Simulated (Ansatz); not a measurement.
`NC(S)N[SiH3]`, relaxed with RKS PBE0-D4/def2-TZVP in Ansatz 0.2.0 from a PBE-D4/def2-SVP geometry. The force threshold is 0.005 eV/Å; the program also tests the step.

The species carries charge 0 and has multiplicity 1.

Start:

```xyz
13

N    -1.700    0.627   -0.913
C    -0.477    0.640   -0.141
S     0.745    1.792   -1.014
N    -0.052   -0.710    0.056
Si    1.238   -1.169    1.160
H    -2.008    1.586   -1.111
H    -2.438    0.147   -0.380
H    -0.531    1.135    0.864
H     0.618    1.161   -2.217
H    -0.159   -1.254   -0.809
H     0.956   -0.502    2.478
H     2.634   -0.789    0.732
H     1.175   -2.664    1.295
```

```csv
step,energy (eV),largest force (eV/Å),largest move (Å)
1,-22851.2081,0.632,0.000
2,-22851.2613,0.264,0.035
3,-22851.2706,0.132,0.026
4,-22851.2720,0.073,0.013
5,-22851.2723,0.028,0.006
6,-22851.2726,0.015,0.026
7,-22851.2728,0.014,0.021
8,-22851.2729,0.015,0.017
9,-22851.2729,0.009,0.016
10,-22851.2730,0.006,0.005
11,-22851.2730,0.003,0.002
```

End:

```xyz
13

N    -1.692    0.633   -0.869
C    -0.439    0.648   -0.158
S     0.727    1.762   -1.064
N    -0.014   -0.697    0.030
Si    1.208   -1.162    1.161
H    -2.011    1.573   -1.063
H    -2.392    0.142   -0.324
H    -0.474    1.130    0.831
H     0.583    1.141   -2.247
H    -0.120   -1.236   -0.819
H     0.865   -0.539    2.466
H     2.594   -0.752    0.804
H     1.164   -2.644    1.251
```

Hardware: 4 threads of an Arm Neoverse V1 on a shared host. Wall time 52 s, peak host memory 0.63 GiB.
